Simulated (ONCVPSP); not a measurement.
# Cutoff test, La (Z = 57), ONCV

lanthanum, optimised norm-conserving Vanderbilt (ONCV), made with ONCVPSP 4.0.1 (LDA (Perdew-Zunger), non-relativistic). Core [Kr] 4d10, reference 5s2 5p6 5d1.5 6s1.5. Waves: 5s+6s: rc 2.85 bohr, ncon 4, nbas 7, qcut 5.5 1/bohr, 2 projectors; 5p: rc 1.75 bohr, ncon 4, nbas 8, qcut 4.4 1/bohr, 3 projectors, debl 3.1 Ha; 5d: rc 4.00 bohr, ncon 5, nbas 9, qcut 4.3 1/bohr, 2 projectors, debl 2.7 Ha; f scattering state at 0.36 Ha: rc 3.05 bohr, ncon 5, nbas 9, qcut 4 1/bohr, 3 projectors, debl 1.4 Ha. Local part: polynomial inside 1.15 bohr (lpopt 5, dvloc0 4 Ha). Core correction: polynomial model core, fcfact 0.45.

In the f channel the program set the typed energies aside and used -0.259, 1.141, 2.541 Ha.

For each optimised wave give the share of its norm inside rc, the residual kinetic energy above qcut (Ha) and the cutoffs (Ha) for errors of 10, 1, 0.1 and 0.01 mHa per electron.

```tsv
wave	norm inside rc	residual KE	10 mHa	1 mHa	0.1 mHa	0.01 mHa
5s	0.974	2.6e-08	5.7	8.2	10.2	11.7
6s	0.098	1.5e-08	3.8	7.3	9.7	11.4
5p	0.493	4.7e-03	8.1	29.6	62.1	71.4
p projector 2	0.091	1.2e-02	10.0	21.8	53.0	84.6
p projector 3	0.082	9.1e-02	21.0	88.8	111.1	125.0
5d	0.817	3.3e-08	3.9	5.3	6.5	7.5
d projector 2	0.252	1.9e-05	6.2	7.9	9.0	10.1
f projector 1	0.988	8.9e-02	29.4	36.2	39.5	48.3
f projector 2	0.392	4.2e-01	39.3	45.6	49.1	58.4
f projector 3	0.187	8.2e-01	15.9	30.9	54.9	59.8
```

The occupied waves need 30 Ha and 62 Ha for 1 and 0.1 mHa. Note: ghosts flagged at negative energy: s at -86.5 eV (a further GHOST(-) flag falls on a real empty level of the atom); GHOST(+) flagged for p at 229.9 eV, d at 281.7 eV. A true bound ghost makes a file unfit for plane-wave use.
